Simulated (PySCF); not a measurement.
**Potential energy of RbAl⁺ along the bond**

Set-up: Rb def2-SVP with ECP28, Al def2-SVP; scalar-relativistic core potentials (PySCF 2.14). Energies in eV from Rb⁺ + Al in their ground configurations at the same level. All curves are PBE0. state 1: ²Σ⁺ (doublet), unpaired electrons σ ↑; state 2: ²Π (doublet), unpaired electrons π ↑, a second solution, started from another occupation; state 3: ⁴Π (quartet), unpaired electrons σ ↑↑, π ↑, a second solution, started from another occupation.

```json
{"R (Å)": "3.527", "state 1": "-0.3594", "state 2": "0.0205", "state 3": "3.3021"}
{"R (Å)": "3.691", "state 1": "-0.4257", "state 2": "-0.0085", "state 3": "3.2378"}
{"R (Å)": "3.855", "state 1": "-0.4610", "state 2": "-0.0231", "state 3": "3.1986"}
{"R (Å)": "3.978", "state 1": "-0.4730", "state 2": "-0.0280", "state 3": "3.1812"}
{"R (Å)": "4.101", "state 1": "-0.4762", "state 2": "-0.0296", "state 3": "3.1716"}
{"R (Å)": "4.224", "state 1": "-0.4727", "state 2": "-0.0291", "state 3": "3.1680"}
{"R (Å)": "4.388", "state 1": "-0.4608", "state 2": "-0.0266", "state 3": "3.1700"}
{"R (Å)": "4.593", "state 1": "-0.4386", "state 2": "-0.0221", "state 3": "3.1799"}
{"R (Å)": "4.839", "state 1": "-0.4060", "state 2": "-0.0164", "state 3": "3.1980"}
{"R (Å)": "5.167", "state 1": "-0.3593", "state 2": "-0.0095", "state 3": "3.2264"}
```

Put a parabola through the three lowest points of the state 1 curve and estimate Re, k and ωe (reduced mass 20.48 u; 1 eV/Å² = 0.16022 mdyn/Å; ωe = 1302.8·√(k/μ) cm⁻¹).

Through R = 3.978, 4.101, 4.224 Å the second-order coefficient is 0.221 eV/Å², so Re ≈ 4.098 Å, k ≈ 0.0710 mdyn/Å and ωe ≈ 77 cm⁻¹. A polynomial fit of higher order to the unrounded PBE0 energies gives Re = 4.092 Å, k = 0.0711 mdyn/Å, ωe = 76.8 cm⁻¹; anharmonicity and rounding make the difference.

The higher-order fit for each curve: state 1: Re = 4.092 Å, ωe = 76.8 cm⁻¹, De = 0.476 eV; state 2: Re = 4.126 Å, ωe = 40.6 cm⁻¹, minimum 0.030 eV below the ground-state fragments; state 3: Re = 4.256 Å, ωe = 60.5 cm⁻¹, minimum 3.17 eV above the ground-state fragments.

Spin–orbit coupling is left out. For an ion De counts to the pair picked by the measured ionisation energies or electron affinities, which need not be the lowest pair at this level. Counting both spins, an empty level lies below a filled one in some of these solutions, because spin and occupation are held. The state is the lowest determinant that a PBE0 search found; another state may lie lower at other levels.
